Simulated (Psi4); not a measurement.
# How methods differ on CH5NSSi (SMILES CS[Si]N)

CH5NSSi: 9 atoms, total charge 0, spin state singlet. SMILES: `CS[Si]N`. Geometry: optimised at PBE0/def2-TZVP. This is one conformer, not always the lowest.

Quantity: the HOMO–LUMO gap, in eV. The values are calculated.

```csv
level,kind,program,value (eV)
PBE-D4/def2-TZVPP (density fitting),GGA,Psi4,3.55
r2SCAN-D4/def2-TZVPP (density fitting),meta-GGA,Psi4,3.83
B3LYP-D4/def2-TZVPP (density fitting),global hybrid,Psi4,5.01
PBE0-D4/def2-TZVPP (density fitting),global hybrid,Psi4,5.36
wB97M-V/def2-TZVPP (density fitting),range-separated hybrid,Psi4,9.35
```

The values span 3.55 to 9.35 eV. Orbital gaps aren't excitation energies; they tend to grow with the share of exact exchange.
